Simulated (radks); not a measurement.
Values are calculated unless marked as measured or tabulated.
Problem. Coulomb parameter of the 5d shell of neutral hafnium in the model configuration [Xe] 4f14 5d2.5 6s1.5, as a second difference U = [E(n + 0.25) + E(n - 0.25) - 2 E(n)] / (0.25)^2 with all orbitals relaxed. "Bare": the charge of the atom changes with n. "Screened": the 6s shell takes up the change at fixed total charge, which measures U(5d,5d) + U(6s,6s) - 2 U(5d,6s). Level of theory: Dirac Kohn-Sham, PBE, spin-unpolarised, spherical densities, finite nucleus; open shells are shared between the two j in proportion to 2j + 1; Fermi nuclear charge, rms radius 5.347 fm (a radial shooting solver on a logarithmic mesh with Libxc functionals). Estimate both.

Solution. U(bare) = 6.282 eV, U(screened by 6s) = 0.328 eV. The step up makes a negative ion, whose loosely bound charge lowers the bare value.
